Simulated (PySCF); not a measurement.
**Radial density of Ni (nickel, neutral)**

UHF, [Ar] 3d8 4s1 4p1, one real determinant (an excited configuration). All numbers are calculated (PySCF 2.14, the spin-free X2C one-electron Hamiltonian (Gaussian nucleus), in aug-cc-pVTZ-DK (8s7p5d3f2g, 93 functions)).

| r (bohr) | 4πr²ρ (e/bohr) | 4πr²(ρα − ρβ) |
| --- | --- | --- |
| 0.000960 | 0.2573 | 0.0001 |
| 0.00161 | 0.6446 | 0.0002 |
| 0.00271 | 1.580 | 0.0005 |
| 0.00457 | 3.738 | 0.0012 |
| 0.00768 | 8.323 | 0.0027 |
| 0.0129 | 16.65 | 0.0053 |
| 0.0217 | 27.69 | 0.0082 |
| 0.0365 | 34.05 | 0.0084 |
| 0.0615 | 29.02 | 0.0078 |
| 0.103 | 28.94 | 0.0411 |
| 0.174 | 38.51 | 0.1950 |
| 0.293 | 22.24 | 0.7740 |
| 0.492 | 18.06 | 1.9419 |
| 0.828 | 16.95 | 1.8177 |
| 1.39 | 4.453 | 0.8725 |
| 2.34 | 1.076 | 0.7400 |
| 3.94 | 0.4204 | 0.4118 |
| 6.63 | 0.05784 | 0.0578 |
| 11.1 | 0.0007872 | 0.0008 |

Densities and radii are taken from the X2C orbitals without a picture-change correction, which distorts them close to the nucleus.

⟨L²⟩ = 14.05 against 20 for a pure G term, so this real determinant mixes terms.
